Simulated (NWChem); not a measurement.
A series in which one site is exchanged, each optimised at PBE0/def2-SVP with NWChem, gas phase unless a solvent is named. All stand in one matching conformer (torsions within 35°), which need not be the lowest. Low-valent species are run as closed-shell singlets; no triplet was tried in these runs. This build's default masses of Se (78.918 u) and Br (79.917 u) are each other's, which moves their modes by up to 0.6 %. For some, no frequency run checked for a minimum. def2 effective core potentials on Sn, Pb; no spin-orbit coupling.

A: [NH2][Pb][Br] (PbNH2Br; site = Pb)
B: [NH2][Ge][Br] (GeNH2Br; site = Ge)
C: N[Si]Br (SiNH2Br; site = Si)
D: [NH2][Sn][Br] (SnNH2Br; site = Sn)

| quantity | A | B | C | D |
|---|---|---|---|---|
| dipole (D), PBE0/def2-SVP | 4.13 | … | 3.06 | 3.38 |
| orbital gap (eV), PBE0/def2-SVP | 4.90 | … | 5.42 | 5.17 |
| static polarisability, CAM-B3LYP/def2-SVPD (bohr³) | 77.0 | … | 61.9 | 74.7 |
| lowest singlet excitation, CAM-B3LYP/def2-SVPD, TDA (eV) | 4.21 | … | 4.57 | 4.27 |

Task: Some entries are withheld; supply them.

Result: 
- dipole (D), PBE0/def2-SVP, B: 3.13
- orbital gap (eV), PBE0/def2-SVP, B: 5.49
- static polarisability, CAM-B3LYP/def2-SVPD (bohr³), B: 64.7
- lowest singlet excitation, CAM-B3LYP/def2-SVPD, TDA (eV), B: 4.51
